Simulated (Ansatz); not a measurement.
SnEt3(OSiMe3) (C₉H₂₄OSiSn), relaxed as a singlet with RKS PBE-D4/def2-SVP in Ansatz, starting from the GFN2-xTB geometry. Force threshold 0.03 eV/Å.

In the def2 sets Sn takes a core potential; there is no spin–orbit coupling.

Start:

Cartesian coordinates in Å:
```
Sn -0.1693 -0.4219 -0.9322
C -2.2053 -0.0060 -1.7775
C -3.3014 -0.1604 -0.7426
H -2.3655 -0.6748 -2.6227
H -2.1752 1.0174 -2.1499
H -4.2613 0.1243 -1.1741
H -3.3743 -1.1886 -0.3944
H -3.1032 0.4791 0.1132
C 1.5697 0.3951 -2.0964
C 1.6469 -0.1008 -3.5273
H 2.4706 0.1242 -1.5465
H 1.4710 1.4794 -2.0678
H 2.5109 0.3398 -4.0240
H 1.7509 -1.1819 -3.5662
H 0.7571 0.1747 -4.0875
C 0.1321 -2.4337 0.0192
C -0.1100 -3.6023 -0.9164
H -0.5460 -2.4720 0.8707
H 1.1528 -2.4518 0.4005
H 0.0486 -4.5399 -0.3841
H -1.1280 -3.5980 -1.2976
H 0.5693 -3.5773 -1.7643
O -0.2641 0.8086 0.6630
Si 0.4223 1.3996 1.9924
C 0.7773 0.0007 3.2355
C -0.8226 2.6353 2.7249
C 2.0577 2.2751 1.5619
H 1.1891 0.3818 4.1636
H 1.4864 -0.7131 2.8268
H -0.1319 -0.5414 3.4753
H -1.7504 2.1415 2.9922
H -0.4260 3.1062 3.6177
H -1.0593 3.4169 2.0115
H 2.7718 1.5773 1.1345
H 1.8927 3.0620 0.8330
H 2.5166 2.7248 2.4357
```

| step | energy (eV) | largest force component (eV/Å) | SCF passes |
| --- | --- | --- | --- |
| 1 | -25452.4765 | 1.750 | 21 |
| 2 | -25452.7421 | 1.168 | 20 |
| 3 | -25452.8478 | 0.539 | 21 |
| 4 | -25452.8596 | 0.299 | 22 |
| 5 | -25452.8692 | 0.077 | 22 |
| 6 | -25452.8727 | 0.062 | 22 |
| 7 | -25452.8809 | 0.201 | 20 |
| 8 | -25452.8864 | 0.224 | 20 |
| 9 | -25452.8881 | 0.092 | 21 |
| 10 | -25452.8898 | 0.091 | 22 |
| 11 | -25452.8917 | 0.028 | 22 |

Force components are those of the run's own axes.

End:

```xyz
36

Sn   -0.192   -0.291   -0.845
C    -2.103   -0.179   -1.888
C    -3.273   -0.315   -0.911
H    -2.122   -0.966   -2.672
H    -2.120    0.799   -2.413
H    -4.254   -0.196   -1.422
H    -3.284   -1.310   -0.416
H    -3.216    0.448   -0.107
C     1.513    0.424   -2.017
C     1.574   -0.184   -3.422
H     2.426    0.189   -1.431
H     1.429    1.530   -2.050
H     2.442    0.199   -4.000
H     1.670   -1.290   -3.395
H     0.664    0.048   -4.014
C     0.115   -2.262    0.059
C    -0.126   -3.414   -0.921
H    -0.568   -2.314    0.931
H     1.149   -2.279    0.462
H     0.020   -4.405   -0.439
H    -1.159   -3.403   -1.328
H     0.565   -3.376   -1.790
O    -0.499    1.033    0.659
Si    0.380    1.467    2.016
C     0.724   -0.042    3.111
C    -0.662    2.720    2.970
C     2.032    2.250    1.516
H     1.244    0.251    4.048
H     1.364   -0.786    2.593
H    -0.222   -0.549    3.394
H    -1.634    2.275    3.267
H    -0.145    3.064    3.890
H    -0.876    3.610    2.343
H     2.672    1.530    0.964
H     1.868    3.128    0.857
H     2.604    2.594    2.403
```

By distances, no bond broke or formed. The bond that changes most is O23–Si24, from 1.61 to 1.67 Å (atoms count from 1).

No frequencies were taken in this run, so the end may be a saddle point.

It took 81 s on 4 threads of Arm Neoverse V1 on a shared host.
